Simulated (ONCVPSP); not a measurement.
Plane-wave convergence, ONCV potential for Kr

```
Element                 : krypton (Kr)
Generator               : ONCVPSP 4.0.1
Type                    : optimised norm-conserving Vanderbilt (ONCV)
Functional              : PBE
Relativity              : scalar-relativistic
Frozen core             : [Ne]
Valence charge          : 26
Reference configuration : 3s2 3p6 3d10 4s2 4p6
Partial waves           : 3s+4s: rc 1.00 bohr, ncon 5, nbas 8, qcut 10.9 1/bohr, 2 projectors; 3p+4p: rc 0.90 bohr, ncon 4, nbas 7, qcut 15.7 1/bohr, 2 projectors; 3d: rc 0.80 bohr, ncon 4, nbas 9, qcut 22.8 1/bohr, 3 projectors, debl 1.4 Ha
Local potential         : polynomial inside 0.50 bohr (lpopt 5, dvloc0 -1 Ha)
Core correction         : Teter function, fcfact 2.75, rcfact 1.35
```

In the d channel the program set the typed energies aside and used -2.991, 0.250, 1.650 Ha.

Problem. For each optimised wave give the share of its norm inside rc, the residual kinetic energy above qcut (Ha) and the cutoffs (Ha) for errors of 10, 1, 0.1 and 0.01 mHa per electron.

Solution.

```csv
wave,norm inside rc,residual KE,10 mHa,1 mHa,0.1 mHa,0.01 mHa
3s,0.979,5.2e-04,34.6,54.4,147.0,178.2
4s,0.127,6.6e-04,23.6,56.3,149.4,206.7
3p,0.940,5.3e-07,68.3,85.2,98.5,110.0
4p,0.049,9.3e-08,53.1,71.3,87.5,100.9
3d,0.841,8.2e-08,161.1,188.9,211.9,229.6
d projector 2,0.012,8.3e-09,109.4,149.0,181.3,207.1
d projector 3,0.025,3.5e-08,128.2,165.6,194.9,219.4
```

The occupied waves need 189 Ha and 212 Ha for 1 and 0.1 mHa. Its largest configuration-test error is -495 meV.
